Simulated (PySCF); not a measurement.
Molfile (atoms numbered from 1):
```
C5H3NO
     RDKit          3D

 10 10  0  0  0  0  0  0  0  0999 V2000
    3.1221   -0.5094   -0.2594 N   0  0  0  0  0  0  0  0  0  0  0  0
    2.0054   -0.2751   -0.1535 C   0  0  0  0  0  0  0  0  0  0  0  0
    0.6330   -0.0071   -0.0293 C   0  0  0  0  0  0  0  0  0  0  0  0
   -0.4405   -0.9295   -0.2155 C   0  0  0  0  0  0  0  0  0  0  0  0
   -1.5734   -0.2161    0.0094 C   0  0  0  0  0  0  0  0  0  0  0  0
   -1.2843    1.0609    0.3160 O   0  0  0  0  0  0  0  0  0  0  0  0
    0.0431    1.1891    0.2931 C   0  0  0  0  0  0  0  0  0  0  0  0
   -0.3541   -1.9632   -0.4784 H   0  0  0  0  0  0  0  0  0  0  0  0
   -2.6080   -0.4946   -0.0180 H   0  0  0  0  0  0  0  0  0  0  0  0
    0.4656    2.1497    0.5131 H   0  0  0  0  0  0  0  0  0  0  0  0
  1  2  3  0
  2  3  1  0
  3  4  1  0
  4  5  2  0
  5  6  1  0
  6  7  1  0
  7  3  2  0
  4  8  1  0
  5  9  1  0
  7 10  1  0
M  END
```

Computational details: GIAO PBE0/pcSseg-1 shieldings, geometry: GFN2-xTB, couplings computed with B3LYP/pcJ-1 (spin–dipole term only in couplings to heteroatoms), in PySCF 2.14.0 with density-fitted response routines (isolated molecule, a single conformation, non-relativistic).

Predict the 2D correlation tables (HSQC, COSY, HMBC).

## Answers



HSQC (one-bond C–H):
| δH | δC | ¹J(C,H) (Hz) |
| --- | --- | --- |
| 7.96 (H10) | 156.1 (C7) | 218 |
| 7.55 (H9) | 148.5 (C5) | 214 |
| 6.94 (H8) | 121.4 (C4) | 190 |

COSY cross peaks (|J| ≥ 2 Hz):
| δH | δH | abs. J (Hz) | bonds |
| --- | --- | --- | --- |
| 7.55 (H9) | 6.94 (H8) | 2.4 | 3 |

HMBC (two and three bonds, |J| ≥ 2.5 Hz):
| δH | δC [abs. J in Hz] |
| --- | --- |
| 7.96 (H10) | 148.5 (C5) [8.4], 121.4 (C4) [4.8], 105.7 (C3) [12.0] |
| 7.55 (H9) | 156.1 (C7) [7.8], 121.4 (C4) [13.7], 105.7 (C3) [6.8] |
| 6.94 (H8) | 156.1 (C7) [6.0], 148.5 (C5) [11.7], 117.7 (C2) [2.5], 105.7 (C3) [3.3] |

Referencing at the same level of theory: ¹H (σref 31.72) and ¹³C (σref 186.93) against TMS.

Unscaled 3J(H,H) at this level run about 10 % above measured values. Shifts are as computed. Against solution values, carbons near 30 ppm lie about +3 ppm off and those near 130 ppm about +5 ppm. Of 1211 compounds with measured shifts, 218 miss one by over three times the rms of a fit or turn the order of signals round; such compounds aren't used in these exercises.
